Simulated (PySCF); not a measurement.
# LaS at revPBE

Level: revPBE. basis La x2c-SVPall, S x2c-SVPall; spin-free X2C with a Gaussian nucleus; PySCF 2.14.

```json
{"state": "doublet, about 0.1 electrons in the 4f shell (Mulliken)", "bond length": "2.379 Å", "harmonic wavenumber": "446 cm⁻¹", "force constant": "3.05 mdyn/Å", "rotational constant Be": "0.1146 cm⁻¹", "anharmonicity ωexe": "0.980 cm⁻¹", "vibration–rotation constant αe": "0.000352 cm⁻¹", "well depth De to La (5d1 6s2) + S": "5.94 eV", "dissociation energy D0": "5.92 eV", "bond order (Mayer)": "2.50", "dipole moment (positive dipole means La(−)S(+))": "-5.15 D"}
```

Spin–orbit coupling is left out, which matters for elements this heavy, above all for dissociation energies. With d or f electrons several states lie close, and the lowest PBE0 determinant need not be the measured ground state.
